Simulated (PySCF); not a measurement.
**Identify the compound**

The spectra below were simulated for a compound C7H13NOSi.

¹H NMR (300 MHz, computed): δ 6.03 (q, 1H), 5.08 (d, 2H), 2.05 (d, 3H), 1.29 (d, 6H), 0.79 (m, 1H).

¹³C{¹H} NMR (computed): δ 135.3 (CH), 131.6 (C), 120.5 (C), 19.7 (CH3), 18.4 (CH), 14.6 (CH3).

Calculated, not measured (PySCF 2.14.0 with density-fitted response routines): GIAO PBE0/pcSseg-1 shieldings, GFN2-xTB structure. One averaged value for each set of equivalent atoms, no solvent model, one conformer, non-relativistic Hamiltonian.

Shifts are taken against calculated references (same method and geometry level): TMS for ¹H (σ = 31.72 ppm), ¹³C (σ = 186.93 ppm).

Question: Which candidate is it?
A. C[SiH2]c1ccc(N(C)C)o1
B. C=NC(=C)O[SiH2]C1CCC1
C. C/C=C(/C#N)O[SiH2]C(C)C
D. CC(C)O[Si@H]1C[C@@H](C#N)C1
E. C/C(C#N)=C\[Si@@H](O)C(C)C

Answer: C. 

1. The formula gives 3 degrees of unsaturation (no ring in the answer).
2. 6 carbon signals for 7 carbons: some carbons are equivalent by symmetry or fast rotation.
3. Carbon types of the structure: 2 × C, 2 × CH, 3 × CH3, leaving 2 H on heteroatoms.
4. δC 135.3: β carbon of an enol-ether or enamine type C=C.
5. δC 131.6: alkene carbon bearing oxygen; an sp2 carbon of a C=C bond.
6. δC 120.5: nitrile carbon; typical of a nitrile.
7. δC 19.7: methyl carbon; a saturated carbon with 1 carbon neighbour and no heteroatom attached.
8. δC 14.6: allylic methyl carbon; aliphatic region, no heteroatom directly attached.

The others: C=NC(=C)O[SiH2]C1CCC1 would give 10 signals for carbon-bound and other non-exchanging H, not 5; CC(C)O[Si@H]1C[C@@H](C#N)C1 would give 5 carbon signals, not 6; C/C(C#N)=C\[Si@@H](O)C(C)C would give 7 carbon signals, not 6; C[SiH2]c1ccc(N(C)C)o1 has carbons computed at 170.5, 143.1, 131.9, 88.5, 39.8, -9.7.

Shifts are as computed. Against solution values, carbons near 30 ppm lie about +3 ppm off and those near 130 ppm about +5 ppm. Of 1309 compounds with measured shifts, 239 miss one by over three times the rms of a fit or turn the order of signals round; such compounds aren't used in these exercises. No couplings were computed; multiplicities are counted from neighbouring protons, with m where these are inequivalent, close in shift, in a saturated or five-membered ring or joined by F or P, and br s for small geminal =CH2 splittings.
